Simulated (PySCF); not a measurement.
# W⁵⁹⁺: ionisation energy

W⁵⁹⁺ [Ne] 3s2 3p3 [3p1/2^2 3p3/2^1, M_J = 3/2] → W⁶⁰⁺ [Ne] 3s2 3p2 [3p1/2^2, M_J = 0], as a difference of total energies. Calculation: PySCF 2.14, in an even-tempered Gaussian basis (18 s from 18 bohr⁻², ratio 2.4; 14 p from 24 bohr⁻², ratio 2.4; 4 d from 81 bohr⁻², ratio 2.6; 4 f from 120 bohr⁻², ratio 2.6); the two-component X2C-1e Hamiltonian. Correlated levels: 1s2 frozen; the 48 highest virtual spinors dropped. "Screened" scales the spin-orbit matrix elements by Boettger's factors to mimic the two-electron term; Breit and QED terms are absent.

| method | ionisation energy (eV) |
| --- | --- |
| GHF (spin-free) | 6228.5 |
| GMP2 (spin-free) | 6229.0 |
| GHF (screened spin-orbit) | 6105.6 |
| GMP2 (screened spin-orbit) | 6106.2 |

Breit and QED terms and the two-electron picture change are absent.

The spin-free rows relax to the high-spin LS determinant and lack the spin-orbit shift.

The labels give the starting determinants; with spin-orbit coupling the two ends relaxed to ⟨J²⟩ = 3.75, ⟨L²⟩ = 2.59, ⟨S²⟩ = 1.50 and ⟨J²⟩ = 0.00, ⟨L²⟩ = 1.35, ⟨S²⟩ = 1.35.

For comparison: 6093 ± 5 eV (semi-empirical (NIST evaluation); NIST Atomic Spectra Database, ionization energies).
